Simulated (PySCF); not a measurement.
## Computed properties of GeH4Se, SMILES [GeH3][SeH]

Ge(H)3(SeH) (GeH₄Se), SMILES [GeH3][SeH]. Coordinates come from a B3LYP-D3(BJ)/def2-TZVP optimisation. One conformer was computed; it need not be the lowest. All values are computed for the isolated molecule unless a solvent is named; none is compared with measurement here.

**Structure.** The optimised structure has Cs symmetry. All 12 harmonic modes at B3LYP-D3(BJ)/def2-TZVP (PySCF) are real, so it is a minimum.

**Vibrations.** The strongest infrared lines (harmonic, unscaled, degenerate partners summed) lie at 821 cm⁻¹ (245 km/mol, H 98 %), 2140 cm⁻¹ (113 km/mol, H 98 %), 2158 cm⁻¹ (93 km/mol, H 98 %). The softest mode is at 142 cm⁻¹ and the zero-point energy is 19.4 kcal/mol.

**Electronic structure.** r2SCAN/def2-TZVPD (PySCF) places the frontier levels at -6.07 and -1.09 eV, a gap of 4.98 eV, and gives a dipole moment of 1.17 D and a mean polarisability of 63.9 bohr³.

**Excitations.** TDDFT-B3LYP/def2-SVPD (PySCF) has S1 at 4.71 eV (263 nm, f = 0.009, weak); the most intense of the 10 singlets computed lies at 7.44 eV (f = 0.22). T1 (TDA) is at 4.32 eV. No vertical singlet excitation falls in the visible range (under 3.1 eV).

**NMR.** GIAO shifts at B3LYP/pcSseg-2 (PySCF) (non-relativistic, atoms alike by connectivity averaged): ¹H from 0.4 to 5.0 ppm against TMS.
